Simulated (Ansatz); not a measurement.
A nudged elastic band was laid between two geometries of C₂H₉InO (13 atoms, charge 0, multiplicity 1).

Method: UKS PBE0-D4/def2-SVP (Ansatz 0.2.0).

```json
{
 "movable images": "9",
 "climbing image": "yes",
 "spring": "5.0 eV/Å²",
 "optimiser": "quadratic models (default)",
 "start path": "through a guess of the saddle point",
 "force threshold": "0.03 eV/Å",
 "iteration limit": "60",
 "end points": "relaxed"
}
```

First end point:

```xyz
13
Properties=species:S:1:pos:R:3
In 0.381 0.087 0.622
H 1.987 -0.167 1.286
C 0.049 1.865 -0.600
C -1.300 -1.068 1.366
H 1.866 -1.525 -1.260
O 0.944 -1.250 -1.344
H 0.953 2.168 -1.150
H -0.771 1.710 -1.319
H -0.240 2.711 0.044
H -1.212 -1.251 2.448
H -2.256 -0.559 1.172
H -1.320 -2.044 0.858
H 0.920 -0.678 -2.122
```

Last end point:

```xyz
13
Properties=species:S:1:pos:R:3
In -0.443 0.116 -0.083
H 3.441 -1.748 -0.018
C -0.256 2.195 -0.630
C -1.511 -1.012 1.400
H 2.733 -1.659 -0.296
O 0.650 -1.168 -1.206
H 0.792 2.510 -0.513
H -0.543 2.331 -1.684
H -0.893 2.832 -0.001
H -1.327 -0.613 2.409
H -2.593 -0.969 1.204
H -1.177 -2.058 1.353
H 1.126 -0.756 -1.935
```

Question: What changes between the two ends?

Answer: Bonds broken: In1–H2, H5–O6. Bonds formed: H2–H5. C2H9InO becomes C2H7InO + H2.

Question: What energy profile does the band end with?

Answer: It converged. The highest image is number 5 of 0 to 10, 90.7 kJ/mol above the first end and 55.5 kJ/mol above the last; the last end lies 35.2 kJ/mol above the first. A vibrational analysis at the climbing image gives one clearly imaginary mode, 1087i cm⁻¹: a first-order saddle point. The orbitals stay closed-shell, which can raise the energy where a bond breaks towards radicals; this wasn't checked here.

| image | path coordinate (Å) | energy (kJ/mol) | In1–H2 (Å) | H5–O6 (Å) | H2–H5 (Å) |
| --- | --- | --- | --- | --- | --- |
| 0 | 0.00 | 0.0 | 1.76 | 0.97 | 2.89 |
| 1 | 0.60 | -0.1 | 1.76 | 0.97 | 2.89 |
| 2 | 1.20 | 0.4 | 1.76 | 0.97 | 2.75 |
| 3 | 1.80 | 5.6 | 1.78 | 0.97 | 2.21 |
| 4 | 2.41 | 23.2 | 1.84 | 0.99 | 1.61 |
| 5 | 3.01 | 90.7 | 2.14 | 1.34 | 0.97 |
| 6 | 3.67 | 46.9 | 2.60 | 2.00 | 0.78 |
| 7 | 4.32 | 36.8 | 3.20 | 2.40 | 0.77 |
| 8 | 4.98 | 36.0 | 3.63 | 2.37 | 0.77 |
| 9 | 5.64 | 35.4 | 4.01 | 2.34 | 0.77 |
| 10 | 6.30 | 35.2 | 4.31 | 2.33 | 0.77 |

Question: What is the geometry of the highest image?

Answer: 
```xyz
13
Properties=species:S:1:pos:R:3
In -0.079 0.026 0.088
H 1.927 -0.624 0.433
C 0.069 2.055 -0.612
C -1.276 -1.167 1.407
H 1.653 -1.036 -0.407
O 0.784 -1.352 -1.373
H 1.128 2.341 -0.683
H -0.388 2.140 -1.610
H -0.445 2.748 0.069
H -1.047 -0.926 2.455
H -2.348 -0.994 1.233
H -1.043 -2.224 1.221
H 1.063 -0.987 -2.222
```

Question: What are the harmonic wavenumbers there?

Answer: 1087i, 19, 29, 112, 127, 138, 263, 477, 486, 492, 537, 635, 678, 717, 735, 746, 757, 1187, 1190, 1365, 1428, 1430, 1432, 1436, 1641, 1901, 3068, 3070, 3180, 3183, 3191, 3196, 3874 cm⁻¹.

The run took 12 min on 4 threads of Arm Neoverse N1 (shared host), peak memory 0.4 GiB.
